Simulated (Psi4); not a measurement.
How methods differ on InHOF2 (SMILES [OH][In]([F])[F])

The species is InHOF2 (5 atoms), meant as a singlet with charge 0. SMILES: `[OH][In]([F])[F]`. Geometry: optimised at PBE0/def2-TZVP.

Each level gives the dipole moment (D). The values are calculated.

```csv
level,kind,program,value (D),CPU time
"PBE-D4/def2-TZVPP (density fitting, core potential)",GGA,Psi4,2.17,20 s
"r2SCAN-D4/def2-TZVPP (density fitting, core potential)",meta-GGA,Psi4,2.20,35 s
"B3LYP-D4/def2-TZVPP (density fitting, core potential)",global hybrid,Psi4,2.22,20 s
"PBE0-D4/def2-TZVPP (density fitting, core potential)",global hybrid,Psi4,2.20,18 s
"wB97M-V/def2-TZVPP (density fitting, core potential)",range-separated hybrid,Psi4,2.15,45 s
```

The values span 2.15 to 2.22 D. Magnitudes only. Times are those of the runs behind each value, whatever else they computed, on shared processors of several kinds: orders of magnitude only.
